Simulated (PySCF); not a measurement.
# `N#C[C@H]1C[C@H](F)C[C@@H]1F`, C$_{6}$H$_{7}$F$_{2}$N

Geometry (Å), atoms numbered from 1 in this order:
```xyz
16

N    -2.090   -2.105   -0.768
C    -1.597   -1.281   -0.149
C    -0.958   -0.242    0.622
C     0.469   -0.649    1.006
C     1.264   -0.374   -0.270
F     2.590   -0.155    0.014
C     0.621    0.878   -0.888
C    -0.762    1.019   -0.245
F    -0.796    2.127    0.573
H    -1.580   -0.016    1.494
H     0.840    0.004    1.798
H     0.541   -1.685    1.334
H     1.238   -1.228   -0.958
H     1.225    1.750   -0.633
H     0.556    0.807   -1.972
H    -1.569    1.161   -0.971
```

Theory: TDDFT B3LYP/def2-SVPD circular dichroism and optical rotation, one conformer, gas phase in PySCF. Geometry: GFN2-xTB.

Singlets 7 and 8 lie within 0.01 eV of each other, so their separate moments and overlaps can depend on how they mix.

Stereocentres: C3 R, C5 S, C8 S.

Give the optical rotatory dispersion at 633, 589.3, 546, 436, 405, 365, 355 nm.

[α] in deg dm⁻¹ (g/mL)⁻¹:
| λ (nm) | origin-invariant length gauge | modified velocity gauge | length gauge (centre of mass) | isotropic polarisability (au) |
| --- | --- | --- | --- | --- |
| 633 | -8.4 | -5.8 | -8.1 | 72.2 |
| 589.3 | -10.0 | -6.9 | -9.7 | 72.4 |
| 546 | -12.1 | -8.5 | -11.7 | 72.6 |
| 436 | -22.0 | -16.2 | -21.4 | 73.6 |
| 405 | -27.3 | -20.4 | -26.6 | 74.0 |
| 365 | -37.6 | -28.9 | -36.7 | 74.8 |
| 355 | -41.1 | -31.8 | -40.1 | 75.1 |

And for the mirror image at 589.3 nm?

+10.0 deg dm⁻¹ (g/mL)⁻¹ (origin-invariant length gauge): the same size and the opposite sign.

What is the molar rotation [Φ] = [α]·M/100 of the geometry above at 589.3 nm?

With M = 131.13 g/mol, -13.1 deg cm² dmol⁻¹ (origin-invariant length gauge).

The first excitation lies at 7.68 eV (161 nm) with R = +1.2 × 10⁻⁴⁰ esu² cm² (velocity form).
